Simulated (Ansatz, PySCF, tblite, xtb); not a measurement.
Potential energy curve for W(Cl)5, Cl5W, SMILES [Cl][W]([Cl])([Cl])([Cl])[Cl], doublet. The W1–Cl6 bond (W1 also carries Cl, Cl, Cl, Cl; Cl6 carries nothing else) is varied alone, starting from the PBE0/def2-TZVP, def2 effective core potentials past Kr optimised geometry.

- GFN2-xTB, 300 K electronic temperature (tblite)
- UKS-PBE0 = unrestricted PBE0/def2-TZVP, def2 effective core potentials past Kr (Ansatz, a first-principles code)
- UKS-B3LYP = unrestricted B3LYP/def2-TZVP, def2 effective core potentials past Kr in Ansatz
- UKS-PBE = unrestricted PBE/def2-TZVP, def2 effective core potentials past Kr in Ansatz
- GFN1-xTB (xtb)
- UKS-B3LYP/LANL2DZ = unrestricted B3LYP/LANL2DZ, with its core potentials past Ne run with PySCF

Minimum and curvature come from a quartic fit to the scan points round the minimum of the rigid stretch. The energy at the longest distance isn't given for restricted levels, nor where a curve turns over.

| method | R at the minimum / Å | force constant / mdyn Å⁻¹ | E(6.50 Å) − E(min) / mEh |
|---|---|---|---|
| GFN2-xTB | 2.228 | 1.79 | 130.3 |
| UKS-PBE0 | 2.241 | 2.96 | 138.9 |
| UKS-B3LYP | 2.270 | 2.70 | 132.8 |
| UKS-PBE | 2.263 | 2.68 | 138.4 |
| GFN1-xTB | 2.239 | 2.15 | 161.5 |
| UKS-B3LYP/LANL2DZ | 2.326 | 2.36 | 117.5 |

The unrestricted determinant behind UKS-PBE0 is spin-contaminated at 3.28 to 6.50 Å (<S²> up to 1.8, against 0.75 for a pure doublet). The unrestricted determinant behind UKS-B3LYP is spin-contaminated at 3.28 to 6.50 Å (<S²> up to 1.7, against 0.75 for a pure doublet). The unrestricted determinant behind UKS-PBE is spin-contaminated at 3.71 to 6.50 Å (<S²> up to 1.5, against 0.75 for a pure doublet). The unrestricted determinant behind UKS-B3LYP/LANL2DZ is spin-contaminated at 3.28 to 6.50 Å (<S²> up to 1.6, against 0.75 for a pure doublet).
